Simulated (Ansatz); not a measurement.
**A substitution series on Ge: NH2 to F**

On one Ge centre, n of the NH2 ligands are replaced by F. The atomisation energy (no zero-point term) y in kJ/mol at CCSD(T)/def2-TZVPP. Shapes: PBE0-D4/def2-TZVP. Flexible molecules stand in one conformer, not always the lowest. Programs: Ansatz 0.2.0.

```
  molecule  n  y (kJ/mol)
  Ge(NH2)4  0        4238
 Ge(NH2)3F  1        3671
Ge(NH2)2F2  2           ?
 Ge(NH2)F3  3        2496
      GeF4  4        1888
```

**Question.** Fit y = c + s·n to the known rows and predict Ge(NH2)2F2.

**Answer.** 
1. Means of the 4 rows: n = 2.00000, y = 3073.2.
2. Σ(Δn)² = 10, Σ(Δn·Δy) = -5875, so the slope is -5875/10 = -587.5.
3. Intercept: 3073.2 − (-587.5) × 2.00000 = 4248.2. The largest residual of the fit is 10.
4. Ge(NH2)2F2: 4248.2 + (-587.5) × 2 = 3073 kJ/mol.

The run gave 3095 kJ/mol, so the prediction is off by -22 kJ/mol, more than the largest residual. The steps per swap are -567, -576, -599, -608 kJ/mol. The slope is the difference between a Ge–F and a Ge–NH2 bond with the ligands’ own bonds. Other levels give for Ge(NH2)2F2: HF/def2-SVP 2067; HF/def2-TZVPP 2104; MP2/def2-TZVPP 3180 kJ/mol. Coupled cluster in double- or triple-zeta sets underbinds by a few per cent against its basis-set limit. Relativity is left out for Ge. Outer-core shells of Ge are correlated, in sets that cover them unevenly.
